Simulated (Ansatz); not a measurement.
A nudged elastic band was laid between two geometries of C2H7BOSi (12 atoms, charge 0, multiplicity 1).

Method: Ansatz 0.2.0, RKS B3LYP/def2-SVP.

```json
{
  "movable images": "5",
  "climbing image": "yes",
  "spring": "5.0 eV/Å²",
  "optimiser": "quadratic models (default)",
  "start path": "IDPP",
  "force threshold": "0.03 eV/Å",
  "iteration limit": "60",
  "end points": "relaxed"
}
```

Image 0:

```xyz
12
Properties=species:S:1:pos:R:3
C -1.356 -0.143 -0.653
C 0.045 0.213 -0.200
Si 0.789 -0.757 1.245
B 0.907 1.185 -1.011
O 0.248 1.747 -0.010
H -2.091 -0.055 0.166
H -1.374 -1.189 -1.006
H -1.699 0.493 -1.485
H 0.837 -2.205 0.883
H -0.042 -0.603 2.477
H 2.170 -0.268 1.517
H 1.643 1.525 -1.889
```

Image 6:

```xyz
12
Properties=species:S:1:pos:R:3
C -0.856 -0.523 -1.134
C -0.013 0.256 -0.145
Si 0.669 -0.663 1.362
B 0.443 1.684 -0.459
O -0.662 1.611 0.267
H -1.732 -0.991 -0.652
H -0.250 -1.330 -1.580
H -1.222 0.111 -1.957
H -0.439 -1.219 2.196
H 1.486 0.270 2.189
H 1.525 -1.794 0.896
H 1.127 2.533 -0.948
```

Task: What changes between the two ends?

Result: No bond is made or broken. The dihedral O5–C2–Si3–H10 goes from 73 to -48°. The two ends are copies of one structure, up to a mirror image or an exchange of like atoms.

Task: What energy profile does the band end with?

Result: The forces met the threshold. The highest image is number 3 of 0 to 6, 0.073 eV above the ends, which have the same energy within 2 meV. A vibrational analysis at the climbing image gives one clearly imaginary mode, 129i cm⁻¹: a first-order saddle point.

```csv
image,path coordinate (Å),energy (eV),dihedral O5–C2–Si3–H10 (°)
0,0.00,0.000,73
1,0.75,0.017,53
2,1.50,0.054,33
3,2.25,0.073,12
4,3.00,0.054,-8
5,3.76,0.017,-29
6,4.51,0.000,-48
```

Task: What is the geometry of the highest image?

Result: 
```xyz
12
Properties=species:S:1:pos:R:3
C -1.042 -0.430 -1.014
C 0.002 0.255 -0.154
Si 0.724 -0.710 1.319
B 0.611 1.589 -0.592
O -0.405 1.704 0.247
H -1.919 -0.749 -0.426
H -0.606 -1.335 -1.470
H -1.395 0.217 -1.832
H 0.092 -2.060 1.398
H 0.463 0.040 2.580
H 2.199 -0.890 1.168
H 1.351 2.313 -1.191
```

Task: What are the harmonic wavenumbers there?

Result: 129i, 180, 219, 261, 301, 354, 535, 615, 644, 673, 806, 870, 928, 944, 958, 980, 1020, 1135, 1206, 1390, 1439, 1456, 1472, 2215, 2216, 2235, 2713, 3016, 3092, 3108 cm⁻¹.

The band took 5 iterations and of the order of 2.7 core-minutes.

Time of the run: 84 s on 2 threads of Arm Neoverse V1, on a shared host, peak memory 0.24 GiB.
